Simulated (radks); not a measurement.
Results of a calculation; reference values are marked as such.
Spherical jellium clusters: N electrons in a uniform positive sphere of charge N and radius rs N^(1/3), rs = 3.78 bohr. Level of theory: non-relativistic Kohn-Sham, exchange-only LDA, spin-polarised, spherical densities (a radial shooting solver with Libxc functionals). Levels are named by radial order and angular momentum (1s, 1p, 1d, 2s, ...), and open shells are averaged over m.

N = 2, configuration 1s2. This is the lowest configuration that the search found. Occupied and some empty levels:

| level | occupation | eigenvalue (eV) | <r> (bohr) |
|---|---|---|---|
| 1s | 2 | -2.5950 | 4.101 |
| 1p | 0 | -0.62473 | 6.611 |

Energy (eV): total -1.79220, kinetic 3.0890, external -25.486, Hartree 12.027, exchange-correlation -5.1351, background 13.713. Static polarisability (adiabatic kernel): 200.0 bohr^3, against R^3 = 108.0 for a classical metal sphere.
